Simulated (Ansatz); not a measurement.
BI₃, charge -1, doublet, at a GFN2-xTB geometry (a state made from the parent by changing its charge; the spin is typed, not shown lowest) (all electrons, no relativity) (a gas-phase anion, which may not be bound at this level). Base run: Ansatz (an electronic-structure program) with PBE/3-21G.

Geometry (Å):
```xyz
4

B      0.0000     0.0000     0.0000
I      2.0800    -0.3641    -0.6234
I     -0.7724    -0.9172     1.8465
I     -1.3075     1.2813    -1.2232
```
Charge -1, spin multiplicity 2.
Orbitals are unrestricted.
All else is at Ansatz's defaults.

Variants of this job, named by their change:

```json
[
 {"change": "base", "basis functions": "108", "E (Eh)": "-20694.63093"},
 {"change": "basis = x2c-SVPall; relativity = spin-free X2C; nucleus = Gaussian", "basis functions": "122", "E (Eh)": "-21368.05343"},
 {"change": "basis = jorge-DZP-DKH; relativity = none", "basis functions": "159", "E (Eh)": "-20556.02991"},
 {"change": "basis = jorge-DZP-DKH; relativity = spin-free X2C; nucleus = Gaussian", "basis functions": "159", "E (Eh)": "-21353.25633"},
 {"change": "basis = ANO-RCC-VDZP; relativity = spin-free X2C; nucleus = Gaussian", "basis functions": "143", "E (Eh)": "-21369.81880"},
 {"change": "basis = x2c-SVPall; relativity = none", "basis functions": "122", "E (Eh)": "-20206.33623"},
 {"change": "basis = ANO-RCC-VDZP; relativity = none", "basis functions": "143", "E (Eh)": "-20056.52547"},
 {"change": "basis = ANO-RCC-VDZP; relativity = spin-free X2C", "basis functions": "143", "E (Eh)": "-21370.53409"},
 {"change": "basis = x2c-SVPall; relativity = spin-free X2C", "basis functions": "122", "E (Eh)": "-21368.58865"},
 {"change": "basis = jorge-DZP-DKH; relativity = spin-free X2C", "basis functions": "159", "E (Eh)": "-21353.86316"}
]
```

Totals shift with the method and basis; they matter in differences.

Ansatz warned in this series: the basis is contracted for relativity, which the run leaves out.

A gas-phase anion may not be bound at this level; its values then depend on the basis.

Basis sets contracted for a relativistic Hamiltonian are a mismatch without it, so the rows without relativity aren't non-relativistic limits. No row has spin-orbit coupling; sets with core potentials leave out the core electrons.
